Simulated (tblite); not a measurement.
CH₄O, charge +1, doublet, geometry from GFN2-xTB (a state made from the parent by changing its charge; the spin is typed, not shown lowest); GFN1-xTB (tblite 0.6.0).

Here is a job for tblite.
```
$ tblite run mol.xyz --method gfn1 --charge 1 --spin 1 --efield 0,0,0.1 --json tblite.json --no-restart

# file mol.xyz
6

C     -0.58924205     0.11269574     0.15236737
O      0.62913231    -0.21664733    -0.25158422
H     -0.71738938     0.13340246     1.27065929
H     -1.33523873    -0.50978228    -0.36016497
H     -0.83780504     1.20707764     0.00976305
H      1.39282700     0.22630639     0.17821211
```

Output, abridged:

```
xTB calculator
 | screened Coulomb repulsion
 | Coulomb electrostatics
 |  * isotropic Klopman-Ohno-Mataga-Nishimoto electrostatics
 |  * onsite third-order electrostatics
 | DFT-D3(BJ) dispersion correction
 | Interactions (1)
 | [1] electric field

halogen bonding energy    0.0000000000000E+00 Eh
repulsion energy          7.1233230979769E-02 Eh
dispersion energy        -7.4155455674710E-04 Eh
interaction energy        0.0000000000000E+00 Eh
number of electrons       1.3000000000000E+01 e
integral cutoff           1.9731147476801E+01 bohr

------------------------------------------------------------
  cycle        total energy    energy error   density error
------------------------------------------------------------
      1     -8.238999444349  -8.3094911E+00   3.3616504E-01
      2     -8.346519665882  -1.0752022E-01   1.7041325E-01
      3     -8.348480743550  -1.9610777E-03   7.9178883E-02
      4     -8.348783237072  -3.0249352E-04   1.3248049E-02
      5     -8.348986145019  -2.0290795E-04   4.5330405E-03
      6     -8.349057975808  -7.1830788E-05   1.4649999E-03
      7     -8.349062162257  -4.1864488E-06   4.9334078E-05
      8     -8.349062167032  -4.7748738E-09   1.6601813E-05
------------------------------------------------------------

electronic energy        -8.4195538434545E+00 Eh
total energy             -8.3490621670315E+00 Eh

Post processing:
 | Mayer-Wiberg bond orders

[Info] JSON dump of results written to 'tblite.json'
```
